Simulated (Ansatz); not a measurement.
Isolated molecules relaxed with PBE0-D4/def2-TZVP in Ansatz; ΔE leaves out vibrations. CBS: MP2 limit from def2 TZ/QZ plus the TZ coupled-cluster correction, frozen cores. Functionals use def2-TZVPP. B3LYP here is the variant with VWN-RPA as its local correlation; programs differ in this. Each species was taken in one conformer, which may not be the lowest.

Reaction (ligand exchange at the Si–S bond): `O[SiH](O)S[SiH2]Cl` + `O[SiH2]F` → `F[SiH2]O[SiH2]Cl` + `O[SiH](O)S`

```tsv
level	ΔE (kJ/mol)	difference from CCSD(T)/CBS
r2SCAN-D4	-43.4	4.2
PBE0-D4	-36.2	11.4
B3LYP-D4	-50.3	-2.7
ωB97X-V	-48.3	-0.7
r2SCAN	-44.2	3.4
LC-ωPBE	-45.1	2.5
HF/def2-SVP	-68.3	-20.7
HF/def2-TZVPP	-73.9	-26.3
MP2/CBS(def2)	-42.5	5.1
CCSD/CBS(def2)	-52.5	-4.9
CCSD(T)/CBS	-47.6	0
```

(1) What do rigid-rotor, harmonic-oscillator terms from PBE0-D4/def2-TZVP frequencies (298.15 K, 1 bar) make of the CCSD(T)/CBS value? (Best estimate.)

Largest T1 diagnostic among the species: 0.011.

Answers

(1) Computed: ΔZPE = -5.2 kJ/mol, ΔH = -52.7 kJ/mol, ΔS = 15 J/(mol·K), ΔG = -57.1 kJ/mol. Modes under 50 cm⁻¹ make the entropy rough.

From PBE to PBE0 (25 % exact exchange), in def2-TZVPP and without D4, ΔE moves by −4.9 kJ/mol. In def2-TZVPP, CCSD(T) changes the Hartree–Fock value by +23.0 kJ/mol (the triples alone add +4.9 kJ/mol) and MP2 by +28.2 kJ/mol. The D4 term adds +5.5 kJ/mol with B3LYP and +3.0 kJ/mol with PBE0; it sums over pairs of atoms, weighted by their polarisabilities, and B3LYP, whose exchange is more repulsive, gets the larger term.
